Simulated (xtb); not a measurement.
xtb input (GFN1-xTB):

```bash
xtb mol.xyz --gfn 1 --sp --chrg 1 --uhf 0
```
mol.xyz:
```
3

Sb     0.36954007    -0.02857774     0.44969742
Cl     0.78583708     0.32362001    -1.75797415
Cl    -1.89445728    -0.23788677     0.40888190
```

Output:

```
           -------------------------------------------------
          |                Calculation Setup                |
           -------------------------------------------------

           -------------------------------------------------
          |                 G F N 1 - x T B                 |
           -------------------------------------------------

        Reference                      10.1021/acs.jctc.7b00118
      * Hamiltonian:
        H0-scaling (s, p, d)           1.850000    2.250000    2.000000
        zeta-weighting                 0.000000
      * Dispersion:
        s8                             2.400000
        a1                             0.630000
        a2                             5.000000
        s9                             0.000000
      * Repulsion:
        kExp                           1.500000
        rExp                           1.000000
      * Coulomb:
        alpha                          2.000000
        third order                    atomic
        anisotropic                    false
      * Halogen bond correction:
        rad-scale                      1.300000
        damping                        0.440000

          ...................................................
          :                      SETUP                      :
          :.................................................:
          :  # basis functions                  30          :
          :  # atomic orbitals                  27          :
          :  # shells                            9          :
          :  # electrons                        18          :
          :  # halogen bonds                     0          :
          :  max. iterations                   250          :
          :  Hamiltonian                  GFN1-xTB          :
          :  restarted?                      false          :
          :  GBSA solvation                  false          :
          :  PC potential                    false          :
          :  electronic temp.          300.0000000     K    :
          :  accuracy                    1.0000000          :
          :  -> integral cutoff          0.2500000E+02      :
          :  -> integral neglect         0.1000000E-07      :
          :  -> SCF convergence          0.1000000E-05 Eh   :
          :  -> wf. convergence          0.2000000E-04 e    :
          :  Broyden damping             0.4000000          :
          :  net charge                          1          :
          :  unpaired electrons                  0          :
          ...................................................

 iter      E             dE          RMSdq      gap      omega  full diag
   1    -10.1937579 -0.101938E+02  0.883E+00    0.94       0.0  T
   2    -10.3082512 -0.114493E+00  0.129E+01    5.07       1.0  T
   3    -10.5662357 -0.257984E+00  0.629E+00    3.31       1.0  T
   4    -10.4355799  0.130656E+00  0.742E+00    1.33       1.0  T
   5    -10.6160287 -0.180449E+00  0.195E-01    2.45       1.0  T
   6    -10.6161242 -0.954933E-04  0.447E-02    2.41       1.3  T
   7    -10.6161288 -0.464717E-05  0.473E-03    2.42      12.2  T
   8    -10.6161288 -0.304793E-07  0.606E-04    2.42      95.2  T
   9    -10.6161288 -0.404217E-09  0.470E-04    2.42     122.8  T
  10    -10.6161288 -0.617879E-09  0.220E-05    2.42    2625.2  T
  11    -10.6161288 -0.980549E-12  0.114E-05    2.42    5070.5  T

   *** convergence criteria satisfied after 11 iterations ***

         #    Occupation            Energy/Eh            Energy/eV
      -------------------------------------------------------------
         1        2.0000           -1.1802453             -32.1161
       ...           ...                  ...                  ...
         3        2.0000           -1.1163955             -30.3787
         4        2.0000           -0.7416495             -20.1813
         5        2.0000           -0.7280406             -19.8110
         6        2.0000           -0.7158565             -19.4794
         7        2.0000           -0.6979863             -18.9932
         8        2.0000           -0.6898723             -18.7724
         9        2.0000           -0.6832797             -18.5930 (HOMO)
        10                         -0.5944362             -16.1754 (LUMO)
        11                         -0.4716570             -12.8344
        12                         -0.4551356             -12.3849
        13                         -0.3609471              -9.8219
        14                         -0.3412133              -9.2849
       ...                                ...                  ...
        27                         -0.0168188              -0.4577
      -------------------------------------------------------------
                  HL-Gap            0.0888436 Eh            2.4176 eV
             Fermi-level           -0.6388580 Eh          -17.3842 eV

 SCC (total)                   0 d,  0 h,  0 min,  0.008 sec
 SCC setup                      ...        0 min,  0.000 sec (  1.393%)
 Dispersion                     ...        0 min,  0.000 sec (  0.841%)
 classical contributions        ...        0 min,  0.000 sec (  0.371%)
 integral evaluation            ...        0 min,  0.002 sec ( 23.864%)
 iterations                     ...        0 min,  0.003 sec ( 38.873%)
 molecular gradient             ...        0 min,  0.003 sec ( 30.671%)
 printout                       ...        0 min,  0.000 sec (  3.699%)

         :::::::::::::::::::::::::::::::::::::::::::::::::::::
         ::                     SUMMARY                     ::
         :::::::::::::::::::::::::::::::::::::::::::::::::::::
         :: total energy             -10.605907999723 Eh    ::
         :: gradient norm              0.013097370186 Eh/a0 ::
         :: HOMO-LUMO gap              2.417556189773 eV    ::
         ::.................................................::
         :: SCC energy               -10.616128829151 Eh    ::
         :: -> electrostatic           0.149664977757 Eh    ::
         :: repulsion energy           0.011462748440 Eh    ::
         :: dispersion energy         -0.001241919013 Eh    ::
         :: halogen bond corr.         0.000000000000 Eh    ::
         :: add. restraining           0.000000000000 Eh    ::
         :: total charge               1.000000000000 e     ::
         :::::::::::::::::::::::::::::::::::::::::::::::::::::

           -------------------------------------------------
          |                Property Printout                |
           -------------------------------------------------

    * Orbital Energies and Occupations

         #    Occupation            Energy/Eh            Energy/eV
      -------------------------------------------------------------
         1        2.0000           -1.1802453             -32.1161
         2        2.0000           -1.1596767             -31.5564
         3        2.0000           -1.1163955             -30.3787
         4        2.0000           -0.7416495             -20.1813
         5        2.0000           -0.7280406             -19.8110
         6        2.0000           -0.7158565             -19.4794
         7        2.0000           -0.6979863             -18.9932
         8        2.0000           -0.6898723             -18.7724
         9        2.0000           -0.6832797             -18.5930 (HOMO)
        10                         -0.5944362             -16.1754 (LUMO)
        11                         -0.4716570             -12.8344
        12                         -0.4551356             -12.3849
        13                         -0.3609471              -9.8219
        14                         -0.3412133              -9.2849
        15                         -0.3350714              -9.1178
Note: The following floating-point exceptions are signalling: IEEE_DENORMAL
normal termination of xtb
        16                         -0.2981922              -8.1142
        17                         -0.2944883              -8.0134
        18                         -0.2931152              -7.9761
        19                         -0.2910298              -7.9193
        20                         -0.2910192              -7.9190
       ...                                ...                  ...
        27                         -0.0168188              -0.4577
      -------------------------------------------------------------
                  HL-Gap            0.0888436 Eh            2.4176 eV
             Fermi-level           -0.6388580 Eh          -17.3842 eV

  Mulliken/CM5 charges         n(s)   n(p)   n(d)
     1Sb    0.52904  0.54761   1.985  1.891  0.595
     2Cl    0.23548  0.22619   1.930  4.845 -0.011
     3Cl    0.23548  0.22619   1.930  4.845 -0.011

Wiberg/Mayer (AO) data.
largest (>0.10) Wiberg bond orders for each atom

 ---------------------------------------------------------------------------
     #   Z sym  total        # sym  WBO       # sym  WBO       # sym  WBO
 ---------------------------------------------------------------------------
     1  51 Sb   3.491 --     3 Cl   1.746     2 Cl   1.746
     2  17 Cl   1.836 --     1 Sb   1.746
     3  17 Cl   1.836 --     1 Sb   1.746
 ---------------------------------------------------------------------------

Topologies differ in total number of bonds
Writing topology from bond orders to xtbtopo.mol

 dipole moment from electron density (au)
     X       Y       Z
   0.7288  -0.0564   0.8869  total (Debye):    2.921

           -------------------------------------------------
          | TOTAL ENERGY              -10.605907999723 Eh   |
          | GRADIENT NORM               0.013097370186 Eh/α |
          | HOMO-LUMO GAP               2.417556189773 eV   |
           -------------------------------------------------

------------------------------------------------------------------------
------------------------------------------------------------------------
 total:
 SCF:
```

It need not be the lowest isomer of its formula.
